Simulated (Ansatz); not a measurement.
`C[SiH2][NH][SnH3]` → `[NH2][SnH3]` + `C[SiH]`  (silylene formation by 1,1-elimination)

Computed with Ansatz on PBE0-D4/def2-TZVP structures; ΔE is electronic, products minus reactants. CCSD(T)/CBS is the MP2 limit (def2-TZVPP, def2-QZVPP) plus CCSD(T) − MP2 in def2-TZVPP, frozen cores. This one scheme is used for every species. Functionals use def2-TZVPP. def2 core potentials past Kr. For Sn outer-core shells are correlated without core-valence functions, which leaves a few kJ/mol of doubt a bond. Each species was taken in one conformer, which may not be the lowest.

CCSD(T)/CBS gives +299.7 kJ/mol.

**Question.** Another level gave +290.1 kJ/mol. Which?
A. PBE0-D4/def2-TZVPP
B. PBE0/def2-TZVPP
C. PBE/def2-TZVPP
D. MP2/def2-TZVPP

**Answer.** B. PBE0 290.1, PBE0-D4 301.1, MP2/def2-TZVPP 313.6, PBE 273.8 kJ/mol.

Largest T1 diagnostic among the species: 0.013.

In def2-TZVPP, CCSD(T) changes the Hartree–Fock value by +6.4 kJ/mol (the triples alone add +2.7 kJ/mol) and MP2 by +27.6 kJ/mol. From PBE to PBE0 (25 % exact exchange), in def2-TZVPP and without D4, ΔE moves by +16.3 kJ/mol.
